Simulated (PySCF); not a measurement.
**Ta²⁺: excitation energy**

Ta²⁺ [Xe] 4f14 5d3 (4F) → Ta²⁺ [Xe] 4f14 5d2 6s1 (4F), as a difference of total energies. Computed with PySCF 2.14 in x2c-TZVPPall (11s7p7d3f1g, 97 functions), with the spin-free X2C one-electron Hamiltonian (Gaussian nucleus). Correlated levels: valence: [Xe] 4f14 frozen. The calculations carry no spin-orbit coupling.

| method | excitation energy (cm⁻¹) |
| --- | --- |
| UHF | 6288.9 |
| MP2 (valence) | 6556.0 |
| SCS-MP2 (valence) | 6378.0 |
| CCSD (valence) | 6555.7 |
| CCSD(T) (valence) | 6554.5 |

Question: How much does correlation contribute at CCSD(T) (valence)?

Answer: 6554.5 − (6288.9) = 265.6 cm⁻¹, measured against UHF.

A first-order spin-orbit estimate (lowest level to lowest level, LS coupling) adds -0.038 eV.

The basis was made for the ground configuration and has no added diffuse functions, so the excitation energy can come out too high.
